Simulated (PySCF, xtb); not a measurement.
Al(Cl)(Me)(OH) (CH4AlClO), SMILES [CH3][Al]([OH])[Cl]. The values are those of a single conformer.

Harmonic wavenumbers (cm⁻¹) from GFN2-xTB in xtb at its own minimum, in rising order: 51, 126, 166, 208, 337, 465, 465, 609, 629, 663, 894, 1284, 1444, 1454, 2974, 2985, 2988, 3780.

Q: What does r2SCAN-D4/def2-SVP run with PySCF give at its own minimum? (An estimate is asked for; the answer gives what the named calculation found.)

A: 30, 157, 205, 208, 396, 468, 559, 652, 661, 716, 899, 1207, 1422, 1423, 3033, 3130, 3149, 3936. Paired by order, the mean absolute difference is 57 cm⁻¹ and the zero-point energies are 30.8 and 31.8 kcal/mol.
